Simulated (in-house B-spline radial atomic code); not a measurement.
Radial electron density of As²⁺, [Ar] 3d10 4s2 5s1. Computed with a B-spline radial code for spherical atoms: Dirac-Hartree-Fock, average of configuration, Fermi nucleus of rms radius 4.0968 fm.

Columns: r (bohr), 4πr²n(r) (electrons per bohr), bar.

```
 0.00178    1.052 #
 0.00221    1.557 #
 0.00274    2.282 ##
 0.00339    3.304 ###
 0.00421    4.767 ####
 0.00522     6.77 ######
 0.00648    9.481 #########
 0.00803    12.98 ############
 0.00996    17.37 ################
  0.0124    22.65 #####################
  0.0153    28.19 ##########################
   0.019    33.75 ###############################
  0.0236    38.26 ####################################
  0.0292    40.66 ######################################
  0.0363    40.36 ######################################
   0.045    37.67 ###################################
  0.0558    34.33 ################################
  0.0692    33.03 ###############################
  0.0858    35.84 #################################
   0.106    41.88 #######################################
   0.132    47.19 ############################################
   0.164    46.19 ###########################################
   0.203     38.1 ####################################
   0.252    28.28 ##########################
   0.313    24.36 #######################
   0.388    27.49 ##########################
   0.481    30.97 #############################
   0.596    28.32 ##########################
    0.74    19.96 ###################
   0.917    11.21 ##########
    1.14    5.527 #####
    1.41    2.999 ###
    1.75    1.789 ##
    2.17   0.9557 #
    2.69    0.464 
    3.34   0.3553 
    4.14   0.3466 
    5.14   0.2262 
    6.37  0.08199 
     7.9  0.01485 
     9.8 0.001184 
    12.2 3.291e-05 
    15.1 3.035e-07
```

On this grid the curve has 3 maxima, near 0.0292, 0.132, 0.481 bohr.

The 5s1/2 radial function P(r) = rR(r), positive near the nucleus, with its small component Q(r) (sign convention: Q ≈ (P' + κP/r)/2c):

| r (bohr) | P | Q |
| --- | --- | --- |
| 0.000606 | 0.00419 | -0.0005114 |
| 0.000932 | 0.006293 | -0.0007731 |
| 0.00143 | 0.009376 | -0.001159 |
| 0.00221 | 0.01393 | -0.001735 |
| 0.00339 | 0.02026 | -0.002551 |
| 0.00522 | 0.0289 | -0.003703 |
| 0.00803 | 0.03969 | -0.005235 |
| 0.0124 | 0.05143 | -0.00713 |
| 0.019 | 0.05981 | -0.009072 |
| 0.0292 | 0.0569 | -0.01045 |
| 0.045 | 0.03065 | -0.01009 |
| 0.0692 | -0.02497 | -0.006808 |
| 0.106 | -0.08789 | -0.0008567 |
| 0.164 | -0.09271 | 0.004734 |
| 0.252 | 0.01914 | 0.005025 |
| 0.388 | 0.157 | 0.0001063 |
| 0.596 | 0.09904 | -0.003364 |
| 0.917 | -0.1678 | -0.001883 |
| 1.41 | -0.3033 | 0.001216 |
| 2.17 | 0.01941 | 0.002017 |
| 3.34 | 0.511 | 0.0002187 |
| 5.14 | 0.4745 | -0.0008814 |
| 7.9 | 0.1218 | -0.0003299 |
| 12.2 | 0.005737 | -1.801e-05 |
